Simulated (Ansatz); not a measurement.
GeH$_{4}$S$_{2}$ (`[SH][GeH2][SH]`) at its PBE0-D4/def2-TZVP geometry, where that method's forces vanish. Charge 0, multiplicity 1.

```xyz
7

S    -0.5972    1.5111    1.1882
Ge    0.3531   -0.3445    0.4202
S    -0.9064   -1.4823   -1.0134
H    -0.3856    2.2052    0.0583
H     1.6848    0.0132   -0.2544
H     0.5210   -1.2566    1.6382
H    -0.6698   -0.6462   -2.0372
```

Task: What forces (eV/Å) does B3LYP-D4/def2-TZVPP give on these atoms in the Gaussian-basis code of Ansatz? (An estimate is asked.)

Result: The calculation gave: 
```
S1  -0.104  0.229  0.081
Ge2  0.246 -0.088  0.086
S3  -0.141 -0.130 -0.183
H4  -0.012  0.015  0.011
H5   0.016 -0.006  0.006
H6   0.010 -0.007  0.008
H7  -0.015 -0.013 -0.010
```

B3LYP here is the variant with VWN-RPA as its local correlation; programs differ in this.
